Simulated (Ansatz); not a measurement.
Saddle point of BH2ClO2, closed shell (BH₂ClO₂ ([OH][B]([OH])[Cl]) → BClO + H₂O (still joined by a long B–O bond); bonds formed: O2–H4; bonds broken: O3–H4; bonds weakened to dative contacts: B1–O2), PBE0-D4/def2-TZVP structure:

| atom | x (Å) | y (Å) | z (Å) |
| --- | --- | --- | --- |
| B1 | 0.1736 | 0.4990 | -0.3418 |
| O2 | 0.0898 | -0.8799 | 0.3730 |
| O3 | -0.8010 | 0.4200 | -1.1616 |
| H4 | -0.7722 | -0.7631 | -0.3353 |
| Cl5 | 1.4257 | 1.6019 | 0.1493 |
| H6 | -0.1159 | -0.8779 | 1.3163 |

Energies are electronic, without zero-point energy. Barriers and step energies count from the start structure reached by relaxing down the imaginary mode; all methods use the PBE0-D4 structures, on which another method's saddle can fall below an end. Program: Ansatz 0.2.0. Basis: def2-TZVPP, with def2-QZVPP for the basis limit. Cores are frozen in the correlated methods. B3LYP uses VWN-RPA correlation. Extrapolation: Hartree–Fock as exp(−7.88 √X), correlation as X^−2.97.

```json
{"method": "SPW92", "barrier (kJ/mol)": "203.2", "step energy (kJ/mol)": "194.1"}
{"method": "PBE-D4", "barrier (kJ/mol)": "212.3", "step energy (kJ/mol)": "186.3"}
{"method": "BLYP-D4", "barrier (kJ/mol)": "219.7", "step energy (kJ/mol)": "182.0"}
{"method": "r2SCAN-D4", "barrier (kJ/mol)": "?", "step energy (kJ/mol)": "198.7"}
{"method": "B97M-V", "barrier (kJ/mol)": "243.8", "step energy (kJ/mol)": "201.4"}
{"method": "PBE0-D4", "barrier (kJ/mol)": "233.9", "step energy (kJ/mol)": "201.7"}
{"method": "B3LYP-D4", "barrier (kJ/mol)": "236.5", "step energy (kJ/mol)": "195.6"}
{"method": "r2SCAN0-D4", "barrier (kJ/mol)": "244.3", "step energy (kJ/mol)": "208.7"}
{"method": "BHLYP-D4", "barrier (kJ/mol)": "260.8", "step energy (kJ/mol)": "212.3"}
{"method": "CAM-B3LYP-D4", "barrier (kJ/mol)": "240.5", "step energy (kJ/mol)": "201.9"}
{"method": "wB97X-V", "barrier (kJ/mol)": "?", "step energy (kJ/mol)": "202.9"}
{"method": "wB97M-V", "barrier (kJ/mol)": "237.2", "step energy (kJ/mol)": "198.7"}
{"method": "B2PLYP", "barrier (kJ/mol)": "236.3", "step energy (kJ/mol)": "195.6"}
{"method": "PBE-QIDH", "barrier (kJ/mol)": "?", "step energy (kJ/mol)": "206.6"}
{"method": "RPA on PBE", "barrier (kJ/mol)": "233.1", "step energy (kJ/mol)": "194.7"}
{"method": "HF", "barrier (kJ/mol)": "297.2", "step energy (kJ/mol)": "229.4"}
{"method": "MP2", "barrier (kJ/mol)": "232.6", "step energy (kJ/mol)": "195.3"}
{"method": "CCSD", "barrier (kJ/mol)": "250.2", "step energy (kJ/mol)": "205.8"}
{"method": "CCSD(T)", "barrier (kJ/mol)": "239.5", "step energy (kJ/mol)": "199.5"}
```

Fill in the withheld barriers. (Judge from chemistry; the value comes from the calculation.)

By the calculation: r2SCAN-D4 230.2; wB97X-V 240.7; PBE-QIDH 242.6 kJ/mol. Each is the energy of the saddle less that of the start structure, by the same method.

For comparison, the barrier by CCSD(T) at an estimated basis limit (MP2 extrapolated from triple and quadruple zeta, plus CCSD(T) − MP2 in triple zeta) is 240.8 kJ/mol.

No T1 diagnostic of these runs exceeds 0.015.

Labels in which every atom is bracketed show which atoms are joined, not bond orders.

For scale, one of the runs: CCSD(T)/def2-TZVPP, 163 basis functions, launched by `ansatz run in.yaml --threads 2 --pin off --events-out ev --progress --plain --max-ram 4352MiB`. Hardware: 2 CPU threads of an Intel Xeon 6975P-C, shared host. Wall time 13 s; peak host memory 1.4 GiB.
